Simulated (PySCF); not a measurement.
C3H9AlFN (SMILES CC(C)[NH][AlH][F]), singlet, at a GFN2-xTB geometry (such geometries of metal compounds can be far from the true shape), with bond 11-6 at 1.4 times its length; CASSCF(4,5)/STO-3G in PySCF.

Input for PySCF:
```python
from pyscf import gto, scf, mcscf
import numpy

mol = gto.M(
    atom='''
Al    0.22603485   -0.23152777    1.42647924
F     0.38964719    0.69895453    2.78009930
H     0.03723400   -1.70328833    1.71159671
N     0.30753244    0.57067660   -0.16114689
C     0.12952520    0.06055031   -1.51254365
C     0.02650165   -1.45521576   -1.43571210
C    -1.12003097    0.65713383   -2.16444931
H     0.42978215    1.58094686   -0.17358701
H     1.00412940    0.33062603   -2.12560423
H    -0.06996357   -1.89366963   -2.42557643
H     1.26938456   -2.01495204   -0.75281555
H    -0.84223849   -1.72143147   -0.83465525
H    -1.25030696    0.26227208   -3.16896569
H    -1.99733788    0.40878852   -1.57018326
H    -1.03955413    1.74050683   -2.22596146
''',
    basis='sto-3g',
    verbose=4,
)

mf = scf.RHF(mol)
mf.kernel()
mc = mcscf.CASSCF(mf, 5, 4)
mc.fix_spin_(ss=0.0)
mc.kernel()
occ = numpy.linalg.eigvalsh(mc.fcisolver.make_rdm1(mc.ci, mc.ncas, mc.nelecas))[::-1]
ss = mc.fcisolver.spin_square(mc.ci, mc.ncas, mc.nelecas)[0]
print('natural occupations', occ.round(4), ' <S^2>', round(ss, 4))
```

Problem. Predict the main parts of the log of this PySCF run.

Solution. 
```
PySCF version 2.14.0

[INPUT] verbose = 4
[INPUT] num. atoms = 15
[INPUT] num. electrons = 56
[INPUT] charge = 0
[INPUT] spin (= nelec alpha-beta = 2S) = 0
[INPUT] symmetry False subgroup None
[INPUT] Mole.unit = angstrom
[INPUT] Symbol           X                Y                Z      unit          X                Y                Z       unit  Magmom
[INPUT]  1 Al     0.226034850000  -0.231527770000   1.426479240000 AA    0.427143961107  -0.437524075531   2.695655085978 Bohr   0.0
[INPUT]  2 F      0.389647190000   0.698954530000   2.780099300000 AA    0.736326474306   1.320832635224   5.253626276095 Bohr   0.0
[INPUT]  3 H      0.037234000000  -1.703288330000   1.711596710000 AA    0.070362062522  -3.218748454868   3.234449017607 Bohr   0.0
[INPUT]  4 N      0.307532440000   0.570676600000  -0.161146890000 AA    0.581152086019   1.078422479698  -0.304523487925 Bohr   0.0
[INPUT]  5 C      0.129525200000   0.060550310000  -1.512543650000 AA    0.244767154230   0.114423502658  -2.858293249950 Bohr   0.0
[INPUT]  6 C      0.026501650000  -1.455215760000  -1.435712100000 AA    0.050080860349  -2.749959238551  -2.713102662724 Bohr   0.0
[INPUT]  7 C     -1.120030970000   0.657133830000  -2.164449310000 AA   -2.116551784331   1.241802965886  -4.090216406404 Bohr   0.0
[INPUT]  8 H      0.429782150000   1.580946860000  -0.173587010000 AA    0.812170556727   2.987556582891  -0.328031907682 Bohr   0.0
[INPUT]  9 H      1.004129400000   0.330626030000  -2.125604230000 AA    1.897529559624   0.624792646352  -4.016809843917 Bohr   0.0
[INPUT] 10 H     -0.069963570000  -1.893669630000  -2.425576430000 AA   -0.132211985997  -3.578516971106  -4.583675146900 Bohr   0.0
[INPUT] 11 H      1.269384560000  -2.014952040000  -0.752815550000 AA    2.398789165152  -3.807707509734  -1.422615211814 Bohr   0.0
[INPUT] 12 H     -0.842238490000  -1.721431470000  -0.834655250000 AA   -1.591600077667  -3.253034020507  -1.577269830930 Bohr   0.0
[INPUT] 13 H     -1.250306960000   0.262272080000  -3.168965690000 AA   -2.362737726038   0.495622401320  -5.988477252243 Bohr   0.0
[INPUT] 14 H     -1.997337880000   0.408788520000  -1.570183260000 AA   -3.774421571419   0.772498345666  -2.967216326777 Bohr   0.0
[INPUT] 15 H     -1.039554130000   1.740506830000  -2.225961460000 AA   -1.964472597361   3.289081226635  -4.206457523237 Bohr   0.0

nuclear repulsion = 292.508709813945
number of shells = 29
number of NR pGTOs = 129
number of NR cGTOs = 43
basis = sto-3g
ecp = {}

******** <class 'pyscf.scf.hf.RHF'> ********
method = RHF
initial guess = minao
damping factor = 0
level_shift factor = 0
DIIS = <class 'pyscf.scf.diis.CDIIS'>
diis_start_cycle = 1
diis_space = 8
diis_damp = 0
SCF conv_tol = 1e-09
SCF conv_tol_grad = None
SCF max_cycles = 50
direct_scf = True
direct_scf_tol = 1e-13
Set gradient conv threshold to 3.16228e-05
Initial guess from minao.
init E= -508.43258900082
  HOMO = -0.259719782459207  LUMO = 0.148718525941093  gap/eV = 11.11417
cycle= 1 E= -508.132464301986  delta_E=  0.3  |g|= 0.501  |ddm|= 4.44
  HOMO = -0.184300806253287  LUMO = 0.357509451038214  gap/eV = 14.74341
cycle= 2 E= -508.239999851653  delta_E= -0.108  |g|= 0.129  |ddm|= 0.966
  HOMO = -0.272117746202493  LUMO = 0.364595847560026  gap/eV = 17.32586
cycle= 3 E= -508.246386179174  delta_E= -0.00639  |g|= 0.0339  |ddm|= 0.211
  HOMO = -0.26077503620186  LUMO = 0.363054553267982  gap/eV = 16.97527
cycle= 4 E= -508.246998570277  delta_E= -0.000612  |g|= 0.00655  |ddm|= 0.0727
  HOMO = -0.264062991584096  LUMO = 0.362265785370478  gap/eV = 17.04327
cycle= 5 E= -508.247028987904  delta_E= -3.04e-05  |g|= 0.00211  |ddm|= 0.0155
  HOMO = -0.263712038398709  LUMO = 0.362517162294353  gap/eV = 17.04056
cycle= 6 E= -508.24703300715  delta_E= -4.02e-06  |g|= 0.000382  |ddm|= 0.00644
  HOMO = -0.263863622631361  LUMO = 0.362460646569348  gap/eV = 17.04315
cycle= 7 E= -508.247033138501  delta_E= -1.31e-07  |g|= 6.17e-05  |ddm|= 0.00124
  HOMO = -0.263853691656379  LUMO = 0.362458628028512  gap/eV = 17.04283
cycle= 8 E= -508.24703314178  delta_E= -3.28e-09  |g|= 1.54e-05  |ddm|= 0.000179
  HOMO = -0.263852772898254  LUMO = 0.362460161945723  gap/eV = 17.04284
cycle= 9 E= -508.247033141964  delta_E= -1.84e-10  |g|= 4.1e-06  |ddm|= 4e-05
  HOMO = -0.263852452886414  LUMO = 0.362460330982275  gap/eV = 17.04284
Extra cycle  E= -508.247033141972  delta_E= -7.73e-12  |g|= 1.65e-06  |ddm|= 8.23e-06
converged SCF energy = -508.247033141972

******** <class 'pyscf.mcscf.mc1step.CASSCF'> ********
CAS (2e+2e, 5o), ncore = 26, nvir = 12
max_cycle_macro = 50
max_cycle_micro = 4
conv_tol = 1e-07
conv_tol_grad = None
orbital rotation max_stepsize = 0.02
orbital rotation threshold for CI restart = 0.01
augmented hessian ah_max_cycle = 30
augmented hessian ah_conv_tol = 1e-12
augmented hessian ah_linear dependence = 1e-14
augmented hessian ah_level shift = 1e-08
augmented hessian ah_start_tol = 2.5
augmented hessian ah_start_cycle = 3
augmented hessian ah_grad_trust_region = 3
kf_trust_region = 3
kf_interval = 4
ci_response_space = 4
ci_grad_trust_region = 3
with_dep4 0
natorb = False
canonicalization = True
sorting_mo_energy = False
ao2mo_level = 2
internal_rotation = False
******** <class 'pyscf.fci.addons.SpinPenaltyFCISolver'> ********
max. cycles = 50
conv_tol = 1e-08
davidson only = True
linear dependence = 1e-12
level shift = 0.001
max iter space = 12
nroots = 1
pspace_size = 400
spin = None
CASCI E = -508.249873682904  S^2 = 0.0000000
Set conv_tol_grad to 0.000316228
macro iter   1 ( 17 JK    4 micro), CASSCF E = -508.254446111332  dE = -4.57242843e-03  S^2 = 0.0000000
               |grad[o]|=0.00763  |grad[c]|=0.032  |ddm|=0.0711  |maxRot[o]|=0.188
macro iter   2 ( 21 JK    4 micro), CASSCF E = -508.261288811637  dE = -6.84270030e-03  S^2 = 0.0000000
               |grad[o]|=0.012  |grad[c]|=0.0117  |ddm|=0.0143  |maxRot[o]|= 0.18
macro iter   3 ( 21 JK    4 micro), CASSCF E = -508.262821640185  dE = -1.53282855e-03  S^2 = 0.0000000
               |grad[o]|=0.0094  |grad[c]|=0.0167  |ddm|=0.0127  |maxRot[o]|=0.0974
macro iter   4 ( 21 JK    4 micro), CASSCF E = -508.263462670590  dE = -6.41030405e-04  S^2 = 0.0000000
               |grad[o]|=0.00677  |grad[c]|=0.00426  |ddm|=0.00493  |maxRot[o]|=0.0489
macro iter   5 ( 21 JK    4 micro), CASSCF E = -508.263888561765  dE = -4.25891175e-04  S^2 = 0.0000000
               |grad[o]|=0.00543  |grad[c]|=0.00451  |ddm|=0.0046  |maxRot[o]|=0.0577
macro iter   6 ( 21 JK    4 micro), CASSCF E = -508.264301165983  dE = -4.12604217e-04  S^2 = 0.0000000
               |grad[o]|=0.00447  |grad[c]|=0.0055  |ddm|=0.0087  |maxRot[o]|=0.0617
macro iter   7 ( 21 JK    4 micro), CASSCF E = -508.264874292719  dE = -5.73126736e-04  S^2 = 0.0000000
               |grad[o]|=0.00418  |grad[c]|=0.00919  |ddm|=0.0127  |maxRot[o]|=0.0652
macro iter   8 ( 21 JK    4 micro), CASSCF E = -508.265660173746  dE = -7.85881027e-04  S^2 = 0.0000000
               |grad[o]|=0.00431  |grad[c]|=0.00967  |ddm|=0.013  |maxRot[o]|=0.0781
macro iter   9 ( 21 JK    4 micro), CASSCF E = -508.267366085898  dE = -1.70591215e-03  S^2 = 0.0000000
               |grad[o]|=0.00467  |grad[c]|=0.0161  |ddm|=0.0169  |maxRot[o]|=0.135
macro iter  10 ( 12 JK    3 micro), CASSCF E = -508.271880651302  dE = -4.51456540e-03  S^2 = 0.0000000
               |grad[o]|=0.00645  |grad[c]|=0.0567  |ddm|=0.0583  |maxRot[o]|=0.146
macro iter  11 ( 21 JK    4 micro), CASSCF E = -508.273411240267  dE = -1.53058897e-03  S^2 = 0.0000000
               |grad[o]|=0.00872  |grad[c]|=0.0363  |ddm|=0.024  |maxRot[o]|=0.061
macro iter  12 ( 21 JK    4 micro), CASSCF E = -508.273636697765  dE = -2.25457498e-04  S^2 = 0.0000000
               |grad[o]|=0.00917  |grad[c]|=0.0251  |ddm|=0.012  |maxRot[o]|=0.0378
macro iter  13 ( 21 JK    4 micro), CASSCF E = -508.273519394097  dE =  1.17303668e-04  S^2 = 0.0000000
               |grad[o]|=0.00913  |grad[c]|=0.0249  |ddm|=0.0113  |maxRot[o]|=0.0238
macro iter  14 ( 17 JK    4 micro), CASSCF E = -508.275768627832  dE = -2.24923374e-03  S^2 = 0.0000000
               |grad[o]|=0.00944  |grad[c]|=0.0167  |ddm|=0.00877  |maxRot[o]|=0.0683
macro iter  15 ( 21 JK    4 micro), CASSCF E = -508.277267811738  dE = -1.49918391e-03  S^2 = 0.0000000
               |grad[o]|=0.00839  |grad[c]|=0.00905  |ddm|=0.00439  |maxRot[o]|=0.145
macro iter  16 ( 21 JK    4 micro), CASSCF E = -508.277296870830  dE = -2.90590923e-05  S^2 = 0.0000000
               |grad[o]|=0.0068  |grad[c]|=0.0162  |ddm|=0.00557  |maxRot[o]|=0.101
macro iter  17 ( 21 JK    4 micro), CASSCF E = -508.277180760191  dE =  1.16110639e-04  S^2 = 0.0000000
               |grad[o]|=0.00686  |grad[c]|=0.0196  |ddm|=0.00701  |maxRot[o]|=0.116
macro iter  18 ( 21 JK    4 micro), CASSCF E = -508.278370055634  dE = -1.18929544e-03  S^2 = 0.0000000
               |grad[o]|=0.00725  |grad[c]|=0.0073  |ddm|=0.00321  |maxRot[o]|=0.0664
macro iter  19 ( 21 JK    4 micro), CASSCF E = -508.279120597550  dE = -7.50541916e-04  S^2 = 0.0000000
               |grad[o]|=0.00555  |grad[c]|=0.00756  |ddm|=0.00271  |maxRot[o]|= 0.15
macro iter  20 ( 21 JK    4 micro), CASSCF E = -508.279115946580  dE =  4.65096957e-06  S^2 = 0.0000000
               |grad[o]|=0.00418  |grad[c]|=0.0159  |ddm|=0.00456  |maxRot[o]|=0.0465
macro iter  21 ( 21 JK    4 micro), CASSCF E = -508.279663292051  dE = -5.47345471e-04  S^2 = 0.0000000
               |grad[o]|=0.00426  |grad[c]|=0.00255  |ddm|=0.000837  |maxRot[o]|=0.0342
macro iter  22 ( 21 JK    4 micro), CASSCF E = -508.279682243006  dE = -1.89509547e-05  S^2 = 0.0000000
               |grad[o]|=0.0025  |grad[c]|=0.00788  |ddm|=0.00213  |maxRot[o]|=0.0167
macro iter  23 ( 17 JK    4 micro), CASSCF E = -508.279713573711  dE = -3.13307054e-05  S^2 = 0.0000000
               |grad[o]|=0.00241  |grad[c]|=0.00539  |ddm|=0.00114  |maxRot[o]|=0.00541
macro iter  24 ( 13 JK    4 micro), CASSCF E = -508.279917966671  dE = -2.04392960e-04  S^2 = 0.0000000
               |grad[o]|=0.00227  |grad[c]|=0.00353  |ddm|=0.000482  |maxRot[o]|=0.0276
macro iter  25 ( 13 JK    4 micro), CASSCF E = -508.279941553262  dE = -2.35865912e-05  S^2 = 0.0000000
               |grad[o]|=0.000812  |grad[c]|=0.000925  |ddm|=0.000487  |maxRot[o]|=0.0247
macro iter  26 (  3 JK    1 micro), CASSCF E = -508.279947145676  dE = -5.59241386e-06  S^2 = 0.0000000
               |grad[o]|=0.00037  |grad[c]|=0.000619  |ddm|=9.35e-05  |maxRot[o]|=0.00607
macro iter  27 (  7 JK    1 micro), CASSCF E = -508.279947329342  dE = -1.83665293e-07  S^2 = 0.0000000
               |grad[o]|=4.5e-05  |grad[c]|=0.000285  |ddm|=4e-05  |maxRot[o]|=0.00531
macro iter  28 (  1 JK    1 micro), CASSCF E = -508.279947329421  dE = -7.98081601e-11  S^2 = 0.0000000
               |grad[o]|=2.39e-05  |grad[c]|=1.21e-05  |ddm|=4.42e-06  |maxRot[o]|=    0
1-step CASSCF converged in  28 macro (499 JK 102 micro) steps
CASSCF canonicalization
Density matrix diagonal elements [1.97487134 1.98048854 0.00994187 0.00993444 0.0247638 ]
CASSCF energy = -508.279947329421
CASCI E = -508.279947329421  E(CI) = -3.99342342840646  S^2 = 0.0000000
natural occupations [1.9808e+00 1.9749e+00 2.4700e-02 1.9200e-02 4.0000e-04]  <S^2> 0.0
```
